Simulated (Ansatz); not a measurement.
`CC(C)[O][AlH][F]` and `CC(C)[O][Ge][Cl]` differ in one atom or group.

Ansatz, PBE0-D4/def2-TZVP geometries, multiplicity 1. Each molecule was computed in one conformer, which needn't be the lowest.

Scalar relativity is left out up to krypton.

```json
{"property": "size of the dipole moment (PBE/def2-TZVPP) / D", "`CC(C)[O][AlH][F]`": "1.35"}
{"property": "HOMO energy (PBE0/def2-TZVPP) / eV", "`CC(C)[O][AlH][F]`": "-8.27"}
{"property": "LUMO energy (ωB97M-V/def2-TZVPP) / eV", "`CC(C)[O][AlH][F]`": "1.11"}
{"property": "LUMO energy (PBE0/def2-TZVPP) / eV", "`CC(C)[O][AlH][F]`": "-0.40"}
{"property": "HOMO energy (B3LYP/def2-TZVPP) / eV", "`CC(C)[O][AlH][F]`": "-8.07"}
{"property": "HOMO–LUMO gap (B3LYP/def2-TZVPP) / eV", "`CC(C)[O][AlH][F]`": "7.41"}
```

Task: Give the same properties after the change, and the shifts. (Estimate.)

Result: Ansatz gave: 
```csv
property,`CC(C)[O][Ge][Cl]`,shift
size of the dipole moment (PBE/def2-TZVPP) / D,1.59,0.24
HOMO energy (PBE0/def2-TZVPP) / eV,-7.75,0.52
LUMO energy (ωB97M-V/def2-TZVPP) / eV,-0.21,-1.32
LUMO energy (PBE0/def2-TZVPP) / eV,-2.16,-1.76
HOMO energy (B3LYP/def2-TZVPP) / eV,-7.56,0.51
HOMO–LUMO gap (B3LYP/def2-TZVPP) / eV,5.20,-2.21
```

With PBE0 the HOMO rises by 0.52 eV and the LUMO falls by 1.76 eV, so the gap narrows by about 2.28 eV. PBE moves the HOMO by 0.24 eV and ωB97M-V by 0.77 eV. Dipoles are sizes alone; their direction can turn.

B3LYP here is the variant with VWN-RPA as its local correlation; programs differ in this.
